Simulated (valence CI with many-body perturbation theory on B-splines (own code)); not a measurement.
The numbers below are computed, except where a source is named.
## Energy levels of Tm XXXI

Method: configuration interaction combined with many-body perturbation theory (CI+MBPT): three valence electrons over a frozen Dirac-Fock core [Kr], radial functions for each j: 9 s, 9 p, 10 d, 8 f, 5 g, 3 h, 1 i, with the one-electron correlation potential Σ1 (screened to all orders), the two-electron term Σ2, the three-electron term Σ3, Breit, model QED; selected single and double excitations, second order for the rest (own B-spline code, finite nucleus).

No measured spectrum was set against this ion. As an estimate, large intervals hold to a few tenths of a per cent, small ones and those within an open d or f shell to about a per cent. Only levels of the ground parity were solved; by the run's estimate the other parity begins above the list, which can be wrong where configurations are misplaced.

Levels 1 to 19 of 19, with energies above the lowest level, (4d3/2^3) J=3/2. "Leading %" is the weight of the configuration and term that name the level; weights of strongly mixed levels are sums over their largest components and can fall short. In the jj column 3d3/2^4 stands for four electrons in 3d with j = 3/2.

```
No.  Configuration  Term     J  E (cm⁻¹)  Leading %  Second component      g             Leading jj
  1            4d³    ⁴F   3/2         0         55       33 % 4d³ ²D  0.652         4d3/2^3 (94 %)
  2            4d³    ⁴F   5/2     76719         87       12 % 4d³ ²D  1.049   4d3/2^2 4d5/2 (97 %)
  3            4d³    ⁴P   3/2     95468         41       30 % 4d³ ²P  1.235   4d3/2^2 4d5/2 (96 %)
  4            4d³    ⁴F   7/2    102570         46       42 % 4d³ ²G  1.075   4d3/2^2 4d5/2 (90 %)
  5            4d³    ²G   9/2    106790         43       40 % 4d³ ²H  1.067   4d3/2^2 4d5/2 (97 %)
  6            4d³    ⁴P   1/2    108680         62       38 % 4d³ ²P  1.903   4d3/2^2 4d5/2 (99 %)
  7            4d³    ⁴P   5/2    160380         57       27 % 4d³ ²D  1.370   4d3/2^2 4d5/2 (80 %)
  8            4d³    ⁴F   7/2    180570         53       44 % 4d³ ²G  1.080   4d3/2 4d5/2^2 (94 %)
  9            4d³    ⁴F   9/2    190990         53       44 % 4d³ ²H  1.138   4d3/2 4d5/2^2 (93 %)
 10            4d³    ⁴P   3/2    203980         41       40 % 4d³ ²D  1.142   4d3/2 4d5/2^2 (98 %)
 11            4d³    ²P   1/2    211530         62       38 % 4d³ ⁴P  1.427   4d3/2 4d5/2^2 (99 %)
 12            4d³    ²H  11/2    218290        100                    1.088  4d3/2 4d5/2^2 (100 %)
 13            4d³    ²D   5/2    221150         53       20 % 4d³ ²F  1.189   4d3/2 4d5/2^2 (80 %)
 14            4d³    ²F   5/2    235930         42       42 % 4d³ ²D  1.106   4d3/2 4d5/2^2 (95 %)
 15            4d³    ²F   7/2    242540         85       14 % 4d³ ²G  1.106   4d3/2 4d5/2^2 (96 %)
 16            4d³    ²D   3/2    284920         55       36 % 4d³ ²P  1.029   4d3/2 4d5/2^2 (72 %)
 17            4d³    ²G   9/2    292370         54       29 % 4d³ ⁴F  1.139         4d5/2^3 (96 %)
 18            4d³    ²D   3/2    334890         69       22 % 4d³ ²P  0.992         4d5/2^3 (73 %)
 19            4d³    ²D   5/2    360310         65       22 % 4d³ ²F  1.158         4d5/2^3 (91 %)
```

The ionisation energy to 4d² ³F2 of the next ion comes out as 1158.6 eV (NIST: 1157 ± 4 eV (theoretical)). All 19 levels together are meant to be complete up to 374720 cm⁻¹.
